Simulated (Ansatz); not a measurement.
C$_{2}$F$_{2}$I$_{2}$ (`F/C(I)=C(\F)I`) at its PBE0-D4/def2-TZVP geometry, where that method's forces vanish. The species carries charge 0 and has multiplicity 1. I takes the def2 core potential.

| atom | x (Å) | y (Å) | z (Å) |
| --- | --- | --- | --- |
| F1 | 0.536 | -1.770 | 0.232 |
| C2 | -0.174 | -0.661 | 0.056 |
| I3 | -2.203 | -0.962 | -0.080 |
| C4 | 0.461 | 0.508 | -0.016 |
| F5 | 1.784 | 0.530 | 0.091 |
| I6 | -0.404 | 2.354 | -0.283 |

(1) For each bond, give half the difference of the two atoms' forces along it (eV/Å; positive pushes the atoms apart) under PBE-D4, r2SCAN-D4, B3LYP-D4, ωB97M-V in def2-TZVPP. (Estimate.)

## Answers

(1) Ansatz gave: 
```json
{"bond": "F1–C2", "length (Å)": "1.328", "PBE-D4": "0.48", "r2SCAN-D4": "0.24", "B3LYP-D4": "0.37", "ωB97M-V": "0.37"}
{"bond": "C2–I3", "length (Å)": "2.056", "PBE-D4": "-0.04", "r2SCAN-D4": "0.00", "B3LYP-D4": "0.24", "ωB97M-V": "0.05"}
{"bond": "C2–C4", "length (Å)": "1.332", "PBE-D4": "0.29", "r2SCAN-D4": "0.09", "B3LYP-D4": "-0.33", "ωB97M-V": "-0.43"}
{"bond": "C4–F5", "length (Å)": "1.328", "PBE-D4": "0.48", "r2SCAN-D4": "0.24", "B3LYP-D4": "0.37", "ωB97M-V": "0.37"}
{"bond": "C4–I6", "length (Å)": "2.056", "PBE-D4": "-0.04", "r2SCAN-D4": "0.00", "B3LYP-D4": "0.24", "ωB97M-V": "0.05"}
```

B3LYP here is the variant with VWN-RPA as its local correlation; programs differ in this.
